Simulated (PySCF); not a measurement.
Relaxation of singlet SO₂I₂

All numbers come from PBE0/[S def2-SVP, O def2-SVP, I def2-SVP with ECP28], scalar-relativistic core potentials, density fitting, no spin–orbit coupling, PySCF. A (50,194) grid was used.

A hand-made square planar (ligand arrangement 1) start, of C2v symmetry, held to at least that symmetry:

```xyz
5
charge 0 multiplicity 1, angstrom
S    -0.8665   -0.8665    0.0000
O    -2.3765   -0.8665    0.0000
O    -0.8665   -2.3765    0.0000
I     1.4935   -0.8665    0.0000
I    -0.8665    1.4935    0.0000
```

(1) What forces act on the atoms at the start (eV/Å)?

(2) What does it relax to?

(3) How much energy is released, and in how many steps?

Results:

(1) 
```csv
atom,Fx,Fy,Fz
S1,-5.31,-5.31,0.00
O2,-0.72,3.31,0.00
O3,3.31,-0.72,0.00
I4,2.99,-0.27,0.00
I5,-0.27,2.99,0.00
```

(2) It ends at C2v with S–I 3.157 Å (×2), S–O 1.453 Å (×2); I–S–I 81.6°, I–S–O 80.7° (×2), I–S–O 162.3° (×2), O–S–O 117.0° (after a last refinement on a finer grid). A frequency run shows 1 imaginary mode, down to 105i cm⁻¹, so it is a saddle point.

(3) 194.0 kJ/mol in 12 steps.

The relaxation took roughly 5 core-minutes on a shared host.
